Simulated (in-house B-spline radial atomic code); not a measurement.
Radial electron density of Dy, [Kr] 4d10 4f10 5s2 5p5 6s2 6f1. Computed with a B-spline radial code for spherical atoms: scalar-relativistic (X2C) Hartree-Fock, spin-polarised, averaged over the determinants with the given up and down occupations, Fermi nucleus of rms radius 5.2218 fm, inside a hard spherical wall at 1.53 bohr.

One-electron X2C: radii and densities carry no picture-change correction, so inner-shell <1/r> comes out high (for 1s by about 2 % at Z = 33, 5 % at 54, 10 % at 75, 30 % at 118) and <r> low.

Columns: r (bohr), 4πr²n(r) (electrons per bohr), bar.

```
0.000522    2.864 #
0.000626    3.743 #
0.000751    4.881 ##
  0.0009    6.335 ##
 0.00108    8.211 ###
 0.00129    10.53 ####
 0.00155    13.54 #####
 0.00186    17.28 ######
 0.00223    21.87 ########
 0.00267    27.38 ##########
  0.0032    33.96 #############
 0.00384    41.63 ################
 0.00461    50.26 ###################
 0.00552    59.41 ######################
 0.00662    68.78 ##########################
 0.00794    77.54 #############################
 0.00952    84.74 ################################
  0.0114    89.36 ##################################
  0.0137    90.72 ##################################
  0.0164    88.65 #################################
  0.0197    84.08 ################################
  0.0236     79.4 ##############################
  0.0283    77.71 #############################
  0.0339    81.87 ###############################
  0.0406    92.42 ###################################
  0.0487    106.3 ########################################
  0.0584    116.8 ############################################
    0.07    117.1 ############################################
  0.0839    106.6 ########################################
   0.101    92.61 ###################################
   0.121    87.94 #################################
   0.145    96.07 ####################################
   0.173    105.8 ########################################
   0.208    100.9 ######################################
   0.249    78.36 #############################
   0.299    55.13 #####################
   0.358    48.89 ##################
    0.43    54.76 #####################
   0.515     56.1 #####################
   0.618    49.21 ##################
    0.74    41.37 ################
   0.888    32.81 ############
    1.06    24.82 #########
    1.28     15.4 ######
    1.51    0.153
```

On this grid the curve has 4 maxima, near 0.0137, 0.07, 0.173, 0.515 bohr.

The 4f down radial function P(r) = rR(r), positive near the nucleus:

```
r (bohr)         P
  0.0283  0.001575
  0.0406  0.005424
  0.0584   0.01765
  0.0839   0.05235
   0.121    0.1396
   0.173    0.3141
   0.249    0.6001
   0.358    0.9293
   0.515     1.143
    0.74     1.121
    1.06    0.8253
    1.51   0.04127
```
